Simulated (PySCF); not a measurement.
Caution: the highest occupied level lies above zero, a sign of self-interaction error and of too few diffuse functions.

Delta-SCF ions had no search for a lower state. 

# C3H3, SMILES `[CH-]=C=C` (charge -1, multiplicity 1)

Computed with PySCF with PBE-D3(BJ)/def2-TZVPD // PBE0-D4/def2-TZVPD.

The HOMO comes out as 1.59 eV and the vertical detachment energy (Delta-SCF) is 1.36 eV. The total energy is -115.9242 Ha. The cost is around 40 core-seconds (rough).

```xyz
6

C      1.5404    -0.1307     0.4811
C      0.3251    -0.0888     0.1005
C     -0.9570    -0.1822    -0.3038
H      2.1018     0.7851     0.6744
H     -1.2217    -0.2114    -1.3584
H     -1.7766    -0.2449     0.4085
```
Charge -1, spin multiplicity 1.
